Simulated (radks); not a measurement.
Values are calculated unless marked as measured or tabulated.
All-electron atom: Bi I in [Hg] 6p3. Level of theory: scalar-relativistic Kohn-Sham, PBE, spin-polarised, spherical densities, finite nucleus; open shells are filled with parallel spins first (spin-orbit coupling, left out, can overturn this in heavy ions); Fermi nuclear charge, rms radius 5.5211 fm (a radial shooting solver on a logarithmic mesh with Libxc functionals).

Unscreened Slater integrals over Kohn-Sham orbitals (hartree). They are taken over the spin-up orbitals.

\begin{tabular}{lr}
integral & value \\ \hline
F0(6p,6p) & 0.30026 \\
F2(6p,6p) & 0.15977 \\
F0(6p,6s) & 0.34144 \\
G1(6p,6s) & 0.20119 \\
F0(6p,5d) & 0.37741 \\
F2(6p,5d) & 0.10857 \\
G1(6p,5d) & 0.040875 \\
G3(6p,5d) & 0.034017 \\
F0(6p,5p) & 0.38615 \\
F2(6p,5p) & 0.080029 \\
G0(6p,5p) & 0.012599 \\
G2(6p,5p) & 0.016930 \\
F0(6s,6s) & 0.41212 \\
F0(6s,5d) & 0.49211 \\
G2(6s,5d) & 0.099588 \\
F0(6s,5p) & 0.51183 \\
G1(6s,5p) & 0.037176 \\
F0(5d,5d) & 0.72863 \\
F2(5d,5d) & 0.38013 \\
F4(5d,5d) & 0.25381 \\
F0(5d,5p) & 0.81549 \\
F2(5d,5p) & 0.41202 \\
G1(5d,5p) & 0.50268 \\
G3(5d,5p) & 0.31309 \\
F0(5p,5p) & 0.94774 \\
F2(5p,5p) & 0.51142 \\
\end{tabular}

Derived for the open shells (J is the average intra-shell exchange parameter used in DFT+U). 6p: J = F2/5 = 0.03195 hartree.
